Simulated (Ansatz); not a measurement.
Mulliken charges of C₂H₂ClF₂I (`FC(F)C(Cl)I`) from ωB97M-V/def2-TZVPP in Ansatz (PBE0-D4/def2-TZVP geometry).

```
atom   x (Å)   y (Å)   z (Å)  charge (e)
  F1   0.351  -1.004   1.431      -0.178
  C2   0.683  -0.335   0.307       0.241
  F3   1.282  -1.219  -0.521      -0.179
  C4  -0.578   0.191  -0.361      -0.183
 Cl5  -0.162   0.993  -1.864      -0.042
  I6  -1.624   1.490   0.978       0.032
  H7   1.392   0.461   0.553       0.126
  H8  -1.252  -0.635  -0.578       0.184
```

Task: By hand: the dipole of these point charges (1 e Å = 4.8032 D).

Result: Σ q r = (-0.122, 0.228, 0.052) e Å, of length 0.264 e Å = 1.27 D.

Task: How does the dipole of the full density compare? (Best estimate.)

Result: Ansatz gave: (-0.075, 0.126, 0.027) e Å, 0.72 D; the point charges give 1.76 times that, at 3° from its direction.

Point charges leave out the atoms' own dipoles, such as those of lone pairs, and Mulliken's split depends on the basis, so the two needn't agree.
